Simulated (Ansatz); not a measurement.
Ideal-gas functions of `C1=C[Se]C1` at 500 K and 1 bar, from an Ansatz frequency run at PBE0-D4/def2-TZVP.

Molar mass 119.02 g/mol, point group Cs (symmetry number 1), electronic degeneracy 1, moments of inertia 42.259, 108.302, 147.316 u Å². Harmonic wavenumbers (cm⁻¹, unscaled): 352, 491, 612, 662, 802, 844, 924, 995, 1065, 1072, 1153, 1285, 1438, 1634, 3093, 3156, 3192, 3244.

Use S(trans) = R[1.5 ln M + 2.5 ln T − 1.1517]; rotational temperatures θ = 24.2544 K / I; S(rot) = R[ln(√π/σ · √(T³/θAθBθC)) + 1.5]; for each mode x = 1.438777 ν̃/T, S = R[x/(eˣ − 1) − ln(1 − e⁻ˣ)] and H = RT x/(eˣ − 1); 1 cm⁻¹ = 0.0119627 kJ/mol; R = 8.31446 J/(mol·K).

Question: By hand: the entropy, in J/(mol·K).

Answer: Translation 179.2. Rotation: θ = 0.5739, 0.224, 0.1646 K, giving 110.8. Vibration, mode by mode: 8.55, 6.10, 4.61, 4.11, 2.99, 2.72, 2.27, 1.93, 1.64, 1.62, 1.34, 0.99, 0.69, 0.43, 0.01, 0.01, 0.01, 0.01, in all 40.0. Electronic 0.0. Sum 330.0 J/(mol·K).

Question: By hand: H − E and G − E in kJ/mol, counted from the electronic energy.

Answer: Zero-point energy ½ × 26014 × 0.0119627 = 155.6; thermal vibration 13.4; translation, rotation and pV give 4 RT = 16.6. H − E = 185.6 kJ/mol, and G − E = 185.6 − 500 × 330.0/1000 = 20.6 kJ/mol.

Vibration gives 12 % of the entropy.
